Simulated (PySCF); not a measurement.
C3H5BFNO, SMILES CN1C=C(F)B1O. The structure is a stationary point at PBE-D3(BJ)/def2-SVP. The structure was generated by enumeration, and PubChem lists no compound with its InChIKey, so it may never have been made. One conformer was computed; it need not be the lowest.

Computed equilibrium geometry at PBE-D3(BJ)/def2-SVP (PySCF confirms it by a frequency run) as bond lengths and angles (one conformer of several):
Atoms: C1 N2 C3 C4 F5 B6 O7 H8 H9 H10 H11 H12. Bonds (Å): C1–N2 1.454, C1–H8 1.120, C1–H9 1.111, C1–H10 1.110, N2–C3 1.465, N2–B6 1.491, C3–C4 1.361, C3–H11 1.105, C4–F5 1.335, C4–B6 1.580, B6–O7 1.349, O7–H12 0.976. Angles (°): N2–C1–H8 114.0, N2–C1–H9 110.7, N2–C1–H10 109.7, H8–C1–H9 107.5, H8–C1–H10 107.9, H9–C1–H10 106.7, C1–N2–C3 118.6, C1–N2–B6 123.9, C3–N2–B6 85.4, N2–C3–C4 99.6, N2–C3–H11 124.2, C4–C3–H11 135.9, C3–C4–F5 131.0, C3–C4–B6 85.6, F5–C4–B6 141.2, N2–B6–C4 89.4, N2–B6–O7 132.5, C4–B6–O7 138.1, B6–O7–H12 112.5.
Charge 0, spin multiplicity 1.
